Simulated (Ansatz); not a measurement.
Ansatz (a first-principles code) input (B3LYP-D3(BJ)/def2-TZVP):

Ansatz 0.2 input:
```yaml
crystal:
  periodic: [false, false, false]
  atoms:
    - {symbol: Te, position_ang: [0.00620358, 0.00389442, 0.11172886]}
    - {symbol: Br, position_ang: [1.26107316, -2.46229674, -0.06754887]}
    - {symbol: Br, position_ang: [-1.27028991, 2.45651075, -0.09844829]}
basis:
  gaussian:
    orbitals: def2-TZVP
hamiltonian:
  xc: b3lyp
  dispersion: d3bj
total_charge: -1
magnetization: {spin_polarized: true, initial_magnetization: 1}
phonons: {temperatures: {t_min: 298.15, t_max: 298.15, t_step: 100}}
```

Output:

```
Functional definition: B3LYP
integrals: 0.10 GiB planned
1202 factors; integrals over basis functions are off by at most 2.8e-4 eV
mean field: 1.54 GiB planned
mean field evaluation 1: about -147393.2787 eV, gradient 1.4e1 eV
mean field evaluation 2: about -147392.8682 eV, gradient 1.5e1 eV
mean field evaluation 4: about -147393.9164 eV, gradient 3.8e-1 eV
mean field evaluation 8: about -147393.9566 eV, gradient 8.2e-2 eV
mean field evaluation 16: about -147393.9566 eV, gradient 1.5e-4 eV
mean field evaluation 32: about -147393.9303 eV, gradient 2.9e-6 eV
mean field -147393.95661511 eV, -5416.6279983931 hartree, gradient 1.4e-6 eV, S^2 0.752759; 4 other end points of the search recorded, 0 dependent functions left out
the calculation of the forces begins
reference -147393.95682694 eV, -5416.6280061778 hartree; 48, 47 occupied and 98, 99 virtual orbitals, 1202 factors
these checks for a lower state are left out or cut short: stability, starts, cluster_reference, orbital_swaps, neighbouring_geometries, increment
integrals: 0.10 GiB planned
1202 factors; integrals over basis functions are off by at most 2.8e-4 eV
mean field: 1.54 GiB planned
mean field evaluation 64: about -147393.9566 eV, gradient 1.6e-6 eV
mean field -147393.95661047 eV, -5416.6279982226 hartree, gradient 1.6e-6 eV, S^2 0.752759; 0 other end points of the search recorded, 0 dependent functions left out
the calculation of the forces begins
reference -147393.95682230 eV, -5416.6280060073 hartree; 48, 47 occupied and 98, 99 virtual orbitals, 1202 factors
these checks for a lower state are left out or cut short: stability, starts, cluster_reference, orbital_swaps, neighbouring_geometries, increment
integrals: 0.10 GiB planned
1202 factors; integrals over basis functions are off by at most 2.8e-4 eV
mean field: 1.54 GiB planned
mean field -147393.95660642 eV, -5416.6279980739 hartree, gradient 2.5e-6 eV, S^2 0.752759; 0 other end points of the search recorded, 0 dependent functions left out
the calculation of the forces begins
reference -147393.95681825 eV, -5416.6280058584 hartree; 48, 47 occupied and 98, 99 virtual orbitals, 1202 factors
these checks for a lower state are left out or cut short: stability, starts, cluster_reference, orbital_swaps, neighbouring_geometries, increment
integrals: 0.10 GiB planned
1202 factors; integrals over basis functions are off by at most 2.8e-4 eV
mean field: 1.54 GiB planned
mean field -147393.95664604 eV, -5416.6279995299 hartree, gradient 1.5e-6 eV, S^2 0.752760; 0 other end points of the search recorded, 0 dependent functions left out
the calculation of the forces begins
reference -147393.95685790 eV, -5416.6280073156 hartree; 48, 47 occupied and 98, 99 virtual orbitals, 1202 factors
these checks for a lower state are left out or cut short: stability, starts, cluster_reference, orbital_swaps, neighbouring_geometries, increment
integrals: 0.10 GiB planned
1202 factors; integrals over basis functions are off by at most 2.8e-4 eV
mean field: 1.54 GiB planned
mean field -147393.95655492 eV, -5416.6279961811 hartree, gradient 1.5e-6 eV, S^2 0.752758; 0 other end points of the search recorded, 0 dependent functions left out
the calculation of the forces begins
reference -147393.95676671 eV, -5416.6280039645 hartree; 48, 47 occupied and 98, 99 virtual orbitals, 1202 factors
these checks for a lower state are left out or cut short: stability, starts, cluster_reference, orbital_swaps, neighbouring_geometries, increment
integrals: 0.10 GiB planned
1202 factors; integrals over basis functions are off by at most 2.8e-4 eV
mean field: 1.54 GiB planned
mean field evaluation 96: about -147393.9566 eV, gradient 1.8e-6 eV
mean field -147393.95661401 eV, -5416.6279983527 hartree, gradient 1.0e-6 eV, S^2 0.752759; 0 other end points of the search recorded, 0 dependent functions left out
the calculation of the forces begins
reference -147393.95682584 eV, -5416.6280061373 hartree; 48, 47 occupied and 98, 99 virtual orbitals, 1202 factors
these checks for a lower state are left out or cut short: stability, starts, cluster_reference, orbital_swaps, neighbouring_geometries, increment
integrals: 0.10 GiB planned
1202 factors; integrals over basis functions are off by at most 2.8e-4 eV
mean field: 1.54 GiB planned
mean field -147393.95661612 eV, -5416.6279984303 hartree, gradient 9.9e-7 eV, S^2 0.752759; 0 other end points of the search recorded, 0 dependent functions left out
the calculation of the forces begins
reference -147393.95682795 eV, -5416.6280062150 hartree; 48, 47 occupied and 98, 99 virtual orbitals, 1202 factors
Total energy: -147394.14933341 eV, -5416.6350806600 hartree
Atom 0 at     0.006204     0.003894     0.111729 Å, force    -0.000003    -0.000002    -0.000051 eV/Å
Atom 1 at     1.261073    -2.462297    -0.067549 Å, force    -0.000021     0.000044     0.000025 eV/Å
Atom 2 at    -1.270290     2.456511    -0.098448 Å, force     0.000024    -0.000043     0.000026 eV/Å
Dipole moment:     0.003433     0.002155     0.061834 e Å
Vibrations: 13.95 146.62 155.89 cm⁻¹, zero-point energy 0.019618 eV
```
